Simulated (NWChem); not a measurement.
Molecule: Si2N2H8O; SMILES N[SiH](N)O[SiH3]

```xyz
13

N      1.0337    -1.8684     0.6187
Si     0.0279    -0.9658    -0.4577
N     -1.5442    -0.9661     0.2811
O      0.3853     0.6684    -0.6915
Si     0.0782     2.0218     0.2470
H      1.0746    -1.6186     1.6098
H      1.9346    -2.2206     0.2890
H      0.2269    -1.5764    -1.8125
H     -1.9229    -1.8477     0.6349
H     -2.2867    -0.3875    -0.1191
H     -1.3721     2.4245     0.1698
H      0.4348     1.7877     1.6930
H      0.9165     3.1498    -0.2825
```
Atoms are numbered in this order, from 1.

Computed with NWChem. Pople sets run with spherical d functions. Geometry: optimised at PBE-D3(BJ)/def2-SVP.

Task: Taking PBE0/def2-TZVPD as the yardstick, which of these has the fewest basis functions while keeping “highest occupied level (eV)” within 0.1 eV of it: PBE0/3-21G; PBE0/6-31G*; PBE0/6-311G**; PBE0/STO-3G; PBE0/6-311++G**; PBE0/6-31+G*?

Result: PBE0/6-31+G* (a larger set in the list lies outside the tolerance).
| level | basis functions | highest occupied level (eV) | relative time (rough) |
|---|---|---|---|
| PBE0/STO-3G | 41 | -3.53 | 1 |
| PBE0/3-21G | 69 | -6.83 | 1 |
| PBE0/6-31G* | 94 | -7.22 | 4 |
| PBE0/6-31+G* | 114 | -7.56 | 7 |
| PBE0/6-311G** | 154 | -7.44 | 7 |
| PBE0/6-311++G** | 182 | -7.62 | 9 |
| PBE0/def2-TZVPD | 272 | -7.63 | 50 |

The yardstick is one finite set, not the basis-set limit.
